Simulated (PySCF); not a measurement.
## C₆ coefficients of unlike pairs at PBE0

Calculated with PySCF 2.14 from the dipole response of each species, C₆(A,B) = (3/π) ∫ α_A(iu) α_B(iu) du, in atomic units, from isotropic polarisabilities. For ions this is the dispersion term alone; charge-induced terms of lower order in 1/R come first.

```json
{"species": "Mg²⁺", "configuration": "[Ne] (1S)", "basis": "aug-cc-pVTZ with one added diffuse shell each of s, p, d, f type (7s6p4d3f)", "relativity": "none", "α (bohr³)": "0.2835", "C₆ (like pair)": "0.1544"}
{"species": "Be²⁺", "configuration": "1s2 (1S)", "basis": "dyall-av3z (15s9p4d2f)", "relativity": "none", "α (bohr³)": "0.05425", "C₆ (like pair)": "0.01177"}
{"species": "Ti³⁺", "configuration": "[Ar] 3d1 (2D)", "basis": "aug-cc-pVTZ with one added diffuse shell each of s, p, d, f, g type (9s8p6d4f3g)", "relativity": "none", "α (bohr³)": "2.256", "C₆ (like pair)": "5.749"}
{"species": "Cl²⁺", "configuration": "[Ne] 3s2 3p3 (4S)", "basis": "aug-cc-pVQZ-DK (7s6p4d3f2g)", "relativity": "spin-free X2C", "α (bohr³)": "5.809", "C₆ (like pair)": "20.68"}
```

(1) Estimate C₆ for Cl²⁺ with Mg²⁺.

No spin-orbit coupling is included.

The other pairs:

| pair | C₆ |
| --- | --- |
| Ti³⁺, Be²⁺ | 0.2234 |
| Cl²⁺, Ti³⁺ | 10.37 |
| Cl²⁺, Be²⁺ | 0.3455 |
| Be²⁺, Mg²⁺ | 0.03992 |
| Ti³⁺, Mg²⁺ | 0.9208 |

Results:

(1) The integral gives 1.553. The combination rule 2 C_A C_B / (C_A α_B/α_A + C_B α_A/α_B) gives 1.530 and the geometric mean 1.787.
